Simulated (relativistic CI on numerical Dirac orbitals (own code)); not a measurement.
The 36-electron sequence from Kr to Cs19+

Computed by Dirac-Coulomb-Breit CI, separate exchange-only KLI orbitals for each configuration, QED by a radiative potential, unscaled Slater integrals (own radial code, finite nucleus).

Configurations in the expansion (outside the closed core [Ar] 3d10): 4s²4p⁶, 4s²4p⁵4d, 4s4p⁶4d, 4s²4p⁵4f, 4s4p⁶4f, 4p⁶4d², 4p⁵4d³, 4p⁵4d²4f. Double excitations out of closed p, d and f shells are left out; levels of such configurations are missing from the list, as are those of other unlisted configurations, and high levels can miss mixing partners.

Energies above each ion's lowest level, in eV. Levels are followed by their leading LS label, which can pass from one level to another where the coupling changes.

```
  Ion  4s²4p⁶ ¹S0  4s²4p⁵4d ³P°0  4s²4p⁵4d ³P°1  4s²4p⁵4d ³F°4  4s²4p⁵4d ³P°2  4s²4p⁵4d ³F°3  4s²4p⁵4d ³D°3
   Kr           0         11.231         11.269          11.32         11.335         11.371         11.461
  Rb+           0         16.992          17.11          17.57         17.347         17.802         18.568
 Sr2+           0         21.446         21.615         22.312         21.955         22.606         23.834
 Zr4+           0          29.49         29.771         30.728         30.341         31.103         32.959
 Nb5+           0         33.309         33.654          34.71         34.356         35.114         37.236
 Mo6+           ?              ?              ?              ?              ?              ?              ?
 Tc7+           0         40.725         41.215         42.482          42.21         42.911         45.523
 Ru8+           0         44.354         44.925         46.312         46.082         46.734         49.583
 Rh9+           0         47.946         48.602         50.122         49.929         50.519         53.608
Pd10+           0         51.506         52.253         53.919         53.758         54.274          57.61
Ag11+           0         55.041         55.883         57.711         57.572         58.003         61.597
Cd12+           0         58.554         59.496         61.501         61.375         61.709         65.577
In13+           0          62.05         63.095         65.296         65.167         65.397         69.555
Sn14+           0         65.532         66.685           69.1         68.948         69.068         73.537
Sb15+           0         69.001         70.266         72.917          72.72         72.726         77.528
Te16+           0         72.461         73.841         76.751          76.48         76.372         81.533
 I17+           0         75.912         77.411         80.605         80.228         80.008         85.555
Xe18+           0         79.358         80.979         84.483         83.962         83.636         89.597
Cs19+           0         82.799         84.545         88.387         87.684         87.258         93.665
```

Problem. Fill in the row of Mo6+.

Solution. 4s²4p⁶ ¹S0 0, 4s²4p⁵4d ³P°0 37.047, 4s²4p⁵4d ³P°1 37.462, 4s²4p⁵4d ³F°4 38.62, 4s²4p⁵4d ³P°2 38.305, 4s²4p⁵4d ³F°3 39.043, 4s²4p⁵4d ³D°3 41.414 (eV).

The lowest level keeps the configuration 4s²4p⁶ and J = 0 throughout.

Between Z = 52 and 55 the energy of 4s²4p⁵4d ³P°0 follows a local power law Z^2.4. For orientation: electrostatic splittings inside a shell grow about linearly with the screened charge, excitations that change n as its square, and fine structure as its fourth power; written in Z itself the exponents are larger, since the screened charge grows faster in proportion.

The members near neutrality are the least accurate: they can be off by several eV, miss lower levels of configurations outside the list, or start from a wrong lowest level.
